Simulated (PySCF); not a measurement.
C₅H₈N₂O.
Structure used (GFN2-xTB), in Å, numbered top down from 1:
```
atom  x, y, z in Å
C1    -1.247   -0.612    1.064
N2    -0.818    0.037   -0.148
C3    -1.368    1.171   -0.616
O4    -0.986    1.765   -1.596
C5     0.315   -0.516   -0.859
C6     1.635    0.186   -0.487
C7     2.005   -0.058    0.881
N8     2.283   -0.267    1.971
H9    -1.555   -1.639    0.855
H10   -0.437   -0.632    1.797
H11   -2.091   -0.071    1.488
H12   -2.225    1.509   -0.006
H13    0.379   -1.586   -0.648
H14    0.143   -0.360   -1.928
H15    1.522    1.262   -0.644
H16    2.437   -0.179   -1.135
```

The closed-shell SCF was solved with PySCF and density fitting under several settings on one GFN2-xTB geometry (grid level 2 and gas phase unless stated).

```tsv
settings	basis functions	SCF cycles	E (Eh)	HOMO (eV)	LUMO (eV)	dipole (D)
PBE0/def2-SVP, start guess atom	152	11	-379.3464	-7.37	0.60	2.50
revPBE/3-21G, IEF-PCM acetonitrile	88	17	-377.8722	-5.36	0.16	2.91
```

Question: Estimate the row for these settings: PBE0/MINI, energy threshold 1e-11 Eh.

Answer: 
| settings | basis functions | SCF cycles | E (Eh) | HOMO (eV) | LUMO (eV) | dipole (D) |
| --- | --- | --- | --- | --- | --- | --- |
| PBE0/MINI, energy threshold 1e-11 Eh | 48 | 11 | -376.6250 | -8.54 | -0.76 | 2.14 |

Question: Over all rows, what range does the HOMO–LUMO gap span?

Answer: From 5.52 eV (revPBE/3-21G, IEF-PCM acetonitrile) to 7.97 eV (PBE0/def2-SVP, start guess atom). The functional of the narrowest has no exact exchange, that of the widest 25 % exact exchange.

Question: And the dipole moment?

Answer: From 2.14 D (PBE0/MINI, energy threshold 1e-11 Eh) to 2.91 D (revPBE/3-21G, IEF-PCM acetonitrile); the largest is 1.36 times the smallest, and the median is 2.50 D.

Question: Compare two rows with the functional PBE0: PBE0/MINI, energy threshold 1e-11 Eh and PBE0/def2-SVP, start guess atom. Which energy is lower, and by how much?

Answer: PBE0/def2-SVP, start guess atom (152 functions) lies 2.7214 Eh or 1708 kcal/mol below PBE0/MINI, energy threshold 1e-11 Eh (48 functions).

Whole jobs, the steps after the SCF included, on one thread of an Arm Neoverse N1, no GPU, shared host:

```tsv
settings	work after the SCF	wall time	peak memory
PBE0/def2-SVP, start guess atom	6 singlets by TDA, polarisability	31 s	0.75 GiB
revPBE/3-21G, IEF-PCM acetonitrile	spin–spin couplings from 15 perturbed nuclei, spin–dipole term for 2 of them	18 s	0.53 GiB
PBE0/MINI, energy threshold 1e-11 Eh	shieldings, charges and field gradients	10 s	0.42 GiB
```

Cycle counts include a coarse-grid stage where the run had one. The species at its GFN2-xTB geometry (one conformer only).
